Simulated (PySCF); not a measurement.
## Computed NMR parameters against published values

Cartesian coordinates in Å; atom numbers follow the order of the lines, from 1:
```xyz
12

O     2.4147    1.0754   -0.4670
C     1.8263    0.1365    0.0107
O     2.4597   -0.8951    0.5963
C     0.3799   -0.0178    0.0253
C    -0.5438    0.8572   -0.4887
C    -1.8630    0.4118   -0.3113
C    -1.9232   -0.7895    0.3308
S    -0.3775   -1.4030    0.7340
H     3.4182   -0.7550    0.5659
H    -0.2617    1.7759   -0.9694
H    -2.7294    0.9543   -0.6438
H    -2.7988   -1.3513    0.5912
```

Published estimates (parent shift plus substituent increments) and measurements: δ $^{1}$H H10 7.76; H12 7.60; H11 7.04 ppm (estimated from measurements, as parent shift plus tabulated substituent increment; solution, not stated per compound (mostly CDCl3 or CCl4); Pretsch, Buehlmann, Badertscher, Structure Determination of Organic Compounds, 4th ed. (2009)).

Non-relativistic, one computed conformer, gas phase. PBE0/pcSseg-1 with gauge-including orbitals; structure optimised with GFN2-xTB; PySCF 2.14.

(1) Set the calculated values beside the experiment.

(2) How far are the unscaled $^{1}$H shifts from the references?

## Answers

(1) 
Reference values: estimated from measurements, as parent shift plus tabulated substituent increment (solution, not stated per compound (mostly CDCl3 or CCl4); Pretsch, Buehlmann, Badertscher, Structure Determination of Organic Compounds, 4th ed. (2009)).
| atoms | quantity | reference | computed | computed, scaled |
| --- | --- | --- | --- | --- |
| H10 | δ $^{1}$H | 7.76 | 8.21 | 7.84 |
| H12 | δ $^{1}$H | 7.60 | 7.46 | 7.13 |
| H11 | δ $^{1}$H | 7.04 | 7.33 | 7.00 |

Computed shifts are σ(ref) − σ with the named reference compound (TMS for H and C) calculated as an isolated molecule at the same level. The measured values may be among those fitted. Expected solution values come from regression of measured δ (H and C: mostly CDCl3, vs TMS) on computed σ: $^{1}$H: δ = 30.01 − 0.943σ (rms 0.17 ppm, 504 shifts, 0.18 ppm with the 4 outliers that the fit left out). Occasional misses reach two or three times the rms, and more in compound classes unlike the fitted ones. Hydrogens on heteroatoms aren't scaled, only referred to computed TMS.

(2) Mean signed difference +0.20 ppm, mean absolute 0.29 ppm over 3 comparisons; the largest is +0.45 ppm at H10 (hydrogen on an aromatic CH).
